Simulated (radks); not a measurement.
Spherical quantum dot in the effective-mass picture: electrons in a hard-walled sphere of radius 5.65, all in effective atomic units (hartree* = m*/eps^2 hartree, bohr* = eps/m* bohr), one dielectric constant everywhere. Calculated with a radial shooting solver with Libxc functionals: non-relativistic Kohn-Sham, LDA (Slater exchange, Perdew-Wang correlation), spin-polarised, spherical densities. Levels are named by radial order and angular momentum (1s, 1p, 1d, 2s, ...), and open shells are averaged over m. Each electron was tried in the lowest free levels, single moves between levels near the top were tried too, and the lowest total energy was kept; such a search can miss a lower state. At N = 1 the Hartree and exchange-correlation terms need not cancel, so that row can carry a self-interaction error.

| N | open shells | 2S | E (hartree*) | mu = E(N) - E(N-1) (hartree*) | addition energy mu(N+1) - mu(N) (hartree*) | e(HOMO) (hartree*) | rms radius (bohr*) |
|---|---|---|---|---|---|---|---|
| 1 | 1s(up 1, down 0) | 1 | 0.159023 | 0.15902 | 0.2649 | 0.26667 | 3.047 |
| 2 | none | 0 | 0.582920 | 0.42390 | 0.3499 | 0.53390 | 3.232 |
| 3 | 1p(up 1, down 0) | 1 | 1.35672 | 0.77380 | 0.2151 | 0.88026 | 3.446 |
| 4 | 1p(up 2, down 0) | 2 | 2.34560 | 0.98888 | 0.2189 | 1.0981 | 3.568 |
| 5 | 1p(up 3, down 0) | 3 | 3.55343 | 1.2078 | 0.2698 | 1.3177 | 3.654 |
| 6 | 1p(up 3, down 1) | 2 | 5.03102 | 1.4776 | 0.2106 | 1.5822 | 3.723 |
| 7 | 1p(up 3, down 2) | 1 | 6.71917 | 1.6881 | 0.2134 | 1.7946 | 3.779 |
| 8 | none | 0 | 8.62071 | 1.9015 | 0.3671 | 2.0087 | 3.827 |
| 9 | 1d(up 1, down 0) | 1 | 10.8893 | 2.2686 | 0.2088 | 2.3729 | 3.880 |
| 10 | 1d(up 2, down 0) | 2 | 13.3668 | 2.4774 | 0.2095 | 2.5821 | 3.925 |
| 11 | 1d(up 3, down 0) | 3 | 16.0537 | 2.6869 | 0.2098 | 2.7918 | 3.964 |
| 12 | 1d(up 4, down 0) | 4 | 18.9504 | 2.8967 | 0.2099 | 3.0017 | 3.998 |
| 13 | 1d(up 5, down 0) | 5 | 22.0571 | 3.1066 | 0.2598 | 3.2116 | 4.028 |
| 14 | 1d(up 5, down 1) | 4 | 25.4235 | 3.3664 | 0.2056 | 3.4691 | 4.055 |
| 15 | 1d(up 5, down 2) | 3 | 28.9955 | 3.5720 | 0.2062 | 3.6750 | 4.080 |
| 16 | 1d(up 5, down 3) | 2 | 32.7737 | 3.7782 | 0.2066 | 3.8815 | 4.103 |
| 17 | 1d(up 5, down 4) | 1 | 36.7586 | 3.9849 | 0.2068 | 4.0883 | 4.124 |
| 18 | none | 0 | 40.9504 | 4.1917 | 0.3927 | 4.2952 | 4.143 |
| 19 | 1f(up 1, down 0) | 1 | 45.5348 | 4.5844 | 0.2041 | 4.6865 | 4.165 |
| 20 | 1f(up 2, down 0) | 2 | 50.3233 | 4.7886 | 0.2043 | 4.8907 | 4.184 |
| 21 | 1f(up 3, down 0) | 3 | 55.3162 | 4.9928 | 0.2044 | 5.0950 | 4.203 |
| 22 | 1f(up 4, down 0) | 4 | 60.5134 | 5.1972 | 0.2044 | 5.2994 | 4.220 |
| 23 | 1f(up 5, down 0) | 5 | 65.9150 | 5.4016 | 0.2044 | 5.5038 | 4.236 |
| 24 | 1f(up 6, down 0) | 6 | 71.5210 | 5.6060 | 0.2044 | 5.7082 | 4.251 |
| 25 | 1f(up 7, down 0) | 7 | 77.3313 | 5.8103 | 0.2532 | 5.9125 | 4.265 |
| 26 | 1f(up 7, down 1) | 6 | 83.3948 | 6.0635 | - | 6.1645 | 4.278 |

All shells are closed at N = 2, 8, 18 (there: 1s2 1p6 1d10); the second difference of the energy has clear peaks (12 % above both neighbours; the first and last values, which can be the largest, are not judged, and half-filled shells can peak too) at N = 2, 5, 8, 13, 18.
